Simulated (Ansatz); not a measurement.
The cluster Au2O. Total charge 0; singlet. Geometry r2SCAN-D4/def2-TZVP, that of the charge +1 doublet.

Cartesian coordinates in Å:
```
Au -0.961 1.387 0.256
Au 0.879 -1.412 0.385
O 0.082 0.025 -0.641
```

In the def2 sets Au takes a core potential; there is no spin–orbit coupling. The structure comes from a short search, and lower isomers may exist.

(1) Estimate the orbital energies around the gap (eV) in Ansatz with PBE-D4/def2-TZVP, r2SCAN-D4/def2-TZVP, PBE0-D4/def2-TZVP.

## Answers

(1) 
```tsv
orbital	PBE-D4/def2-TZVP	r2SCAN-D4/def2-TZVP	PBE0-D4/def2-TZVP
HOMO−5	-7.36	-7.64	-8.81
HOMO−4	-7.28	-7.56	-8.74
HOMO−3	-7.27	-7.55	-8.74
HOMO−2	-6.31	-6.46	-7.17
HOMO−1	-6.30	-6.43	-7.14
HOMO	-5.62	-5.80	-6.82
LUMO	-4.63	-4.40	-3.50
LUMO+1	-3.81	-3.53	-2.72
LUMO+2	-0.65	-0.27	0.05
LUMO+3	-0.43	-0.03	0.25
LUMO+4	0.06	0.50	0.73
LUMO+5	0.31	0.76	0.99
```
